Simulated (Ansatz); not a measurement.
`C[Si](C)(N)O` → `CC(O)N[SiH3]`  (isomerisation)

Isolated molecules relaxed with PBE0-D4/def2-TZVP in Ansatz; ΔE leaves out vibrations. CCSD(T)/CBS adds triple-zeta CCSD(T) − MP2 to the extrapolated MP2 energy (def2 sets, frozen cores). Functionals use def2-TZVPP. B3LYP here is the variant with VWN-RPA as its local correlation; programs differ in this. Each species was taken in one conformer, which may not be the lowest.

| level | ΔE (kJ/mol) | difference from CCSD(T)/CBS |
| --- | --- | --- |
| r2SCAN-D4 | 288.5 | 1.3 |
| B3LYP-D4 | 279.4 | -7.8 |
| ωB97X-V | 273.7 | -13.5 |
| ωB97M-V | 286.0 | -1.2 |
| B2PLYP | 283.1 | -4.1 |
| PBE | 271.1 | -16.1 |
| HF/def2-TZVPP | 272.9 | -14.3 |
| MP2/def2-QZVPP | 296.5 | 9.3 |
| SCS-MP2/def2-QZVPP | 285.6 | -1.6 |
| CCSD/CBS(def2) | 288.1 | 0.9 |
| CCSD(T)/CBS | 287.2 | 0 |

Largest T1 diagnostic among the species: 0.011.

From PBE to PBE0 (25 % exact exchange), in def2-TZVPP and without D4, ΔE moves by +5.8 kJ/mol. In def2-TZVPP, CCSD(T) changes the Hartree–Fock value by +7.1 kJ/mol (the triples alone add −0.8 kJ/mol) and MP2 by +19.1 kJ/mol.
